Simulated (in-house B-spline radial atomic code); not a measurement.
**Ho43+: [Ar] 3d6**

Method: Dirac-Kohn-Sham PBE0, spherical fractional occupations, Fermi nucleus of rms radius 5.2022 fm. Calculated with an all-electron radial atomic-structure program (B-spline basis).

Z_r = [3n² - l(l+1)]/(2<r>); Z_e = n√(-2ε); the last column is Slater's effective charge. Values are occupation-weighted means over j. An effective charge above Z reflects the relativistic contraction of the inner shells.

```
shell  electrons   ε (eV)  <r> (bohr)    Z_r    Z_e  Slater
   1s          2   -57896     0.02074  72.34  65.23   66.70
   2s          2   -11602      0.0871  68.89  58.40   62.85
   2p          6   -10587     0.07724  64.73  55.79   62.85
   3s          2  -4148.5        0.22  61.36  52.38   55.75
   3p          6  -3832.4      0.2167  57.70  50.35   55.75
   3d          6  -3440.9      0.1944  54.02  47.71   47.25
```

The least bound orbital is 3d5/2 at -3423 eV, while the most diffuse is 3p3/2 (<r> = 0.2205 bohr against 0.1958 bohr): energy order and size order differ.

Spin-orbit splittings of the orbital energies (j = l + 1/2 above j = l - 1/2 when positive): 2p 865.5 eV, 3p 200.9 eV, 3d 45.48 eV.

For the 1s electron the small component carries 6.27 % of the norm, the zero-frequency Breit interaction raises the level by 174.2 eV, self-energy by 106.3 eV, and vacuum polarisation lowers it by 18.12 eV.

The density falls to 0.001 bohr⁻³ at 0.6975 bohr; Σ<r²> = 0.76293 bohr² gives, by the non-relativistic formula and without the paramagnetism of open shells, a Langevin diamagnetic susceptibility of -0.6042×10⁻⁶ cm³/mol.

Caution: exact exchange at fractional occupations of open shells leaves self-interaction of up to several eV.
